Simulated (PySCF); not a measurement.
Computed properties of B(H)2(PH2) (BH₄P), SMILES PB

BH₄P, SMILES BP. Coordinates come from a B3LYP-D3(BJ)/def2-TZVP optimisation. One conformer was computed; it need not be the lowest. All values are computed for the isolated molecule unless a solvent is named; none is compared with measurement here.

**Structure.** The optimised structure has Cs symmetry. All 12 harmonic modes at B3LYP-D3(BJ)/def2-TZVP (PySCF) are real, so it is a minimum.

**Vibrations.** The strongest infrared lines (harmonic, unscaled, degenerate partners summed) lie at 2603 cm⁻¹ (83 km/mol, H 95 %), 2694 cm⁻¹ (79 km/mol, H 88 %, B 12 %), 1121 cm⁻¹ (50 km/mol, H 95 %). The softest mode is at 431 cm⁻¹ and the zero-point energy is 23.6 kcal/mol.

**Electronic structure.** M06-2X/def2-TZVPD (PySCF) places the frontier levels at -8.49 and -0.88 eV, a gap of 7.61 eV, and gives a dipole moment of 0.72 D and a mean polarisability of 45.1 bohr³.

**Excitations.** TDA-B3LYP/def2-TZVPD (PySCF) has S1 at 4.96 eV (250 nm, f = 0.128, bright); the most intense of the 10 singlets computed lies at 7.13 eV (f = 0.15). T1 (TDA) is at 3.37 eV, 1.59 eV under S1. No vertical singlet excitation falls in the visible range (under 3.1 eV).

**NMR.** GIAO shifts at KT2/pcSseg-2 (PySCF) (non-relativistic, atoms alike by connectivity averaged): ¹H from 4.1 to 8.5 ppm against TMS; ¹¹B at 74.5 ppm against BF3.
